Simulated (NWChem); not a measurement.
Species: Si2F5 cation

```xyz
7

F     -1.3253    -2.1323     0.0000
Si     0.0075    -1.2724    -0.0020
F      1.3351    -2.1400    -0.0004
Si    -0.0008     1.1375    -0.0005
F     -0.5851     1.4933     1.4344
F      1.5299     1.5055    -0.2140
F     -0.9570     1.4945    -1.2188
```
Atoms are numbered in this order, from 1.

Level: PBE-D3(BJ)/def2-SVP (NWChem), optimised geometry, unscaled harmonic frequencies. 

Problem. List the harmonic frequencies with IR intensities, and the thermochemistry.

Solution. 
```csv
frequency (cm⁻¹),IR intensity (km/mol)
9,0.0
73,4.8
88,7.1
168,4.2
188,0.1
230,43.9
282,14.3
285,1.8
315,137.3
441,80.6
795,98.6
925,55.1
1045,115.0
1046,3.0
1055,230.9
```

| Property | Value |
|---|---|
| zero-point energy | 9.9 kcal/mol |
| thermal correction to the enthalpy at 298.15 K (with zero-point energy) | 16.0 kcal/mol |
| heat capacity Cv | 25.9 cal/(mol K) |
| entropy at 298.15 K and 1 atm (symmetry number 1) | 98.4 cal/(mol K) |

Rigid rotor and harmonic oscillator; modes under 100 cm⁻¹ make the entropy uncertain.
